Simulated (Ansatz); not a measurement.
Ansatz (a first-principles code) job for CsBr, SMILES [Br][Cs], B3LYP-D3(BJ)/def2-TZVPD. 

Ansatz 0.2 input:
```yaml
crystal:
  periodic: [false, false, false]
  atoms:
    - {symbol: Cs, position_ang: [0.00000000, 0.00000000, -1.19250282]}
    - {symbol: Br, position_ang: [0.00000000, 0.00000000, 1.87393301]}
basis:
  gaussian:
    orbitals: def2-TZVPD
hamiltonian:
  xc: b3lyp
  dispersion: d3bj
relax: {f_tol: 0.002, max_steps: 200}
```

Log of the run:

```
Functional definition: B3LYP
integrals: 0.03 GiB planned
765 factors; their error is unknown
mean field: 0.26 GiB planned
mean field evaluation 1: about -70596.4426 eV, gradient 1.9e1 eV
mean field evaluation 2: about -70594.7533 eV, gradient 3.3e1 eV
mean field evaluation 4: about -70597.9306 eV, gradient 6.1e-1 eV
mean field evaluation 8: about -70598.1890 eV, gradient 4.2e-2 eV
mean field -70598.18903833 eV, -2594.4355939875 hartree, gradient 1.8e-5 eV, S^2 0.000000; 0 other end points of the search recorded, 0 dependent functions left out
the calculation of the forces begins
reference -70598.18924841 eV, -2594.4356017077 hartree; 22, 22 occupied and 67, 67 virtual orbitals, 765 factors
relax step   1: F+E_penalty+E_count = -70598.24778023 eV  Δ(F+E_penalty+E_count) = +0.000e0 eV  max|allowed force component| = 3.222e-1 eV/Å  Δτ_max = 0.0000 Å  (29 SCF iters, accepted)
these checks for a lower state are left out or cut short: starts, cluster_reference, orbital_swaps, neighbouring_geometries, increment
integrals: 0.03 GiB planned
765 factors; their error is unknown
mean field: 0.26 GiB planned
mean field evaluation 16: about -70597.9396 eV, gradient 2.1e0 eV
mean field -70598.19948297 eV, -2594.4359778209 hartree, gradient 1.4e-5 eV, S^2 0.000000; 0 other end points of the search recorded, 0 dependent functions left out
the calculation of the forces begins
reference -70598.19969286 eV, -2594.4359855341 hartree; 22, 22 occupied and 67, 67 virtual orbitals, 765 factors
relax step   2: F+E_penalty+E_count = -70598.25803687 eV  Δ(F+E_penalty+E_count) = -1.026e-2 eV  max|allowed force component| = 1.182e-1 eV/Å  Δτ_max = 0.0236 Å  (32 SCF iters, accepted)
these checks for a lower state are left out or cut short: starts, cluster_reference, orbital_swaps, neighbouring_geometries, increment
integrals: 0.03 GiB planned
765 factors; their error is unknown
mean field: 0.26 GiB planned
mean field -70598.20137404 eV, -2594.4360473163 hartree, gradient 1.4e-5 eV, S^2 0.000000; 0 other end points of the search recorded, 0 dependent functions left out
the calculation of the forces begins
reference -70598.20158391 eV, -2594.4360550288 hartree; 22, 22 occupied and 67, 67 virtual orbitals, 765 factors
relax step   3: F+E_penalty+E_count = -70598.25981207 eV  Δ(F+E_penalty+E_count) = -1.775e-3 eV  max|allowed force component| = 1.346e-2 eV/Å  Δτ_max = 0.0136 Å  (32 SCF iters, accepted)
these checks for a lower state are left out or cut short: starts, cluster_reference, orbital_swaps, neighbouring_geometries, increment
integrals: 0.03 GiB planned
765 factors; their error is unknown
mean field: 0.26 GiB planned
mean field evaluation 32: about -70597.9436 eV, gradient 3.3e-1 eV
mean field -70598.20141499 eV, -2594.4360488211 hartree, gradient 1.4e-5 eV, S^2 0.000000; 0 other end points of the search recorded, 0 dependent functions left out
the calculation of the forces begins
reference -70598.20162486 eV, -2594.4360565337 hartree; 22, 22 occupied and 67, 67 virtual orbitals, 765 factors
relax step   4: F+E_penalty+E_count = -70598.25983687 eV  Δ(F+E_penalty+E_count) = -2.480e-5 eV  max|allowed force component| = 6.306e-5 eV/Å  Δτ_max = 0.0019 Å  (33 SCF iters, accepted)
integrals: 0.03 GiB planned
765 factors; their error is unknown
mean field: 0.26 GiB planned
mean field -70598.20141499 eV, -2594.4360488211 hartree, gradient 1.4e-5 eV, S^2 0.000000; 1 other end points of the search recorded, 0 dependent functions left out
the calculation of the forces begins
reference -70598.20162486 eV, -2594.4360565337 hartree; 22, 22 occupied and 67, 67 virtual orbitals, 765 factors
Total energy: -70598.26004674 eV, -2594.4382034985 hartree
Atom 0 at     0.000000    -0.000000    -1.231574 Å, force     0.000000     0.000000     0.000063 eV/Å
Atom 1 at    -0.000000     0.000000     1.913004 Å, force     0.000000    -0.000000    -0.000063 eV/Å
Dipole moment:    -0.000000     0.000000    -2.314501 e Å
```

The run converged.

Cost: roughly 22 core-seconds.
